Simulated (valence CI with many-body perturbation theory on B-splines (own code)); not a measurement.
From CI to CI+MBPT in Re⁴⁺

Computed by configuration interaction combined with many-body perturbation theory (CI+MBPT): three valence electrons over a frozen Dirac-Fock core [Xe] 4f14, radial functions for each j: 9 s, 9 p, 10 d, 8 f, 5 g, 3 h, 1 i, with the one-electron correlation potential Σ1, the two-electron term Σ2, the three-electron term Σ3, Breit, model QED; selected CI, second order for the rest, scaled by the run's own slope (own B-spline code, finite nucleus).

Set against measurement, 62 paired levels are off by 1190 cm⁻¹ on average, the worst by 2237. These come from a selection out of Brasseur, Gamrath and Quinet, At. Data Nucl. Data Tables 157, 101636 (2024). Levels without a partner in it may be off by more, other configurations by 1,000 to 8,000 cm⁻¹. 1 measured level below the end of the list, from 164068 cm⁻¹ on, found no clear computed partner.

Each rung adds one term. CI alone is the Dirac-Coulomb CI over the frozen core; QED comes last and gives the full result, which names the levels. Energies are above 5d3 4F_3/2 on the same rung, in eV.

Names give the largest LS component (configuration and term), which can be under half, so a name can repeat, a term be missing and a line seem to break the LS rules; names also repeat where a configuration has a term twice. Letters in brackets count levels of one name in rising energy.

| Level | CI alone | Σ1 | Σ2 | Σ3 | Breit | QED | Full |
| --- | --- | --- | --- | --- | --- | --- | --- |
| 5d3 4F_5/2 | 0.514 | +0.0716 | +0.0160 | +0.0016 | -0.0152 | +0.0023 | 0.591 |
| 5d3 4F_7/2 | 0.978 | +0.1145 | +0.0301 | +0.0013 | -0.0239 | +0.0036 | 1.103 |
| 5d3 4F_9/2 | 1.341 | +0.1274 | +0.0315 | -0.0017 | -0.0250 | +0.0038 | 1.477 |
| 5d3 4P_3/2 | 1.493 | +0.0578 | +0.0432 | +0.0145 | -0.0078 | +0.0020 | 1.602 |
| 5d3 4P_1/2 | 1.729 | +0.0803 | +0.0241 | +0.0148 | -0.0124 | +0.0026 | 1.839 |
| 5d3 2G_7/2 | 2.219 | +0.1474 | +0.0411 | -0.0093 | -0.0265 | +0.0046 | 2.376 |
| 5d3 2H_9/2 | 2.355 | +0.1541 | -0.0074 | +0.0003 | -0.0291 | +0.0046 | 2.477 |
| 5d3 4P_5/2 | 2.489 | +0.1505 | +0.0370 | -0.0009 | -0.0282 | +0.0047 | 2.652 |
| 5d3 2D_3/2 [a] | 2.684 | +0.1741 | +0.1114 | -0.0051 | -0.0303 | +0.0057 | 2.940 |
| 5d3 2P_1/2 | 2.704 | +0.1876 | +0.1112 | +0.0286 | -0.0318 | +0.0067 | 3.006 |
| 5d3 2H_11/2 | 3.229 | +0.1953 | -0.0334 | +0.0018 | -0.0357 | +0.0056 | 3.363 |
| 5d3 2D_5/2 [a] | 3.330 | +0.2153 | +0.1464 | -0.0171 | -0.0367 | +0.0069 | 3.645 |
| 5d3 2G_9/2 | 3.506 | +0.2636 | +0.0520 | -0.0051 | -0.0501 | +0.0084 | 3.775 |
| 5d3 2P_3/2 | 3.666 | +0.2774 | +0.2183 | +0.0169 | -0.0493 | +0.0098 | 4.139 |
| 5d3 2F_5/2 | 4.177 | +0.1770 | -0.0034 | +0.0108 | -0.0249 | +0.0055 | 4.342 |
| 5d3 2F_7/2 | 4.206 | +0.1972 | +0.0009 | +0.0111 | -0.0312 | +0.0061 | 4.390 |
| 5d3 2D_3/2 [b] | 6.268 | +0.2452 | +0.1457 | -0.0028 | -0.0341 | +0.0069 | 6.629 |
| 5d3 2D_5/2 [b] | 6.226 | +0.2647 | +0.2117 | +0.0001 | -0.0401 | +0.0081 | 6.671 |
| 5d2.6s 4F_3/2 | 6.942 | +0.3763 | +0.6464 | +0.0253 | +0.0193 | +0.0418 | 8.051 |
| 5d2.6s 4F_5/2 | 7.249 | +0.3971 | +0.6596 | +0.0231 | +0.0144 | +0.0421 | 8.386 |
| 5d2.6s 4F_7/2 | 7.862 | +0.4725 | +0.6832 | +0.0246 | -0.0020 | +0.0454 | 9.085 |
| 5d2.6s 4F_9/2 | 8.476 | +0.5269 | +0.7005 | +0.0239 | -0.0134 | +0.0473 | 9.761 |
| 5d2.6s 2F_5/2 | 8.664 | +0.4478 | +0.7067 | +0.0118 | +0.0049 | +0.0415 | 9.877 |
| 5d2.6s 4P_1/2 | 8.808 | +0.4262 | +0.6384 | +0.0239 | +0.0122 | +0.0434 | 9.952 |
| 5d2.6s 4P_3/2 | 9.121 | +0.4749 | +0.6545 | +0.0234 | +0.0014 | +0.0451 | 10.320 |
| 5d2.6s 4P_5/2 | 9.184 | +0.4801 | +0.6885 | +0.0163 | -0.0012 | +0.0439 | 10.412 |
| 5d2.6s 2D_3/2 | 9.598 | +0.5011 | +0.7277 | +0.0116 | -0.0029 | +0.0444 | 10.880 |
| 5d2.6s 2F_7/2 | 9.622 | +0.5127 | +0.7065 | +0.0089 | -0.0068 | +0.0430 | 10.887 |
| 5d2.6s 2G_9/2 | 10.409 | +0.5371 | +0.6333 | +0.0113 | -0.0109 | +0.0460 | 11.626 |
| 5d2.6s 2D_5/2 | 10.273 | +0.5836 | +0.7510 | +0.0148 | -0.0217 | +0.0482 | 11.649 |
| 5d2.6s 2P_1/2 | 10.527 | +0.4742 | +0.6816 | -0.0019 | +0.0031 | +0.0402 | 11.724 |

The middle columns are the shifts that each term adds.

Task: How does the ionisation energy move along the ladder, and which term matters most?

Result: CI alone 51.407, + Σ1 52.834, + Σ2 53.545, + Σ3 53.543, + Breit 53.540, + QED 53.549 eV. The largest step is Σ1, 1.427 eV. NIST lists 51.9 ± 1.9 eV (theoretical).
